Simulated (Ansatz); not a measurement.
Ansatz results at the PBE0-D4/def2-TZVP geometry: ideal-gas entropy at 298 K and 1 bar (rigid rotor, harmonic PBE0-D4/def2-TZVP) 342 J/(mol·K); size of the dipole moment (ωB97M-V/def2-TZVPP) 2.21 D; size of the dipole moment (PBE/def2-TZVPP) 1.95 D.

Each molecule was computed in one conformer, which needn't be the lowest.

Question: Which molecule gave them?
A. `[CH3][GeH2][O]`•
B. `[F][SnH][SeH]`•
C. `[CH2]COC`•
D. `C=[CH][SnH2]`•

Answer: B. The others give `[CH2]COC`•: 318, 1.31, 1.22; `[CH3][GeH2][O]`•: 310, 2.37, 2.64; `C=[CH][SnH2]`•: 314, 0.68, 0.75.
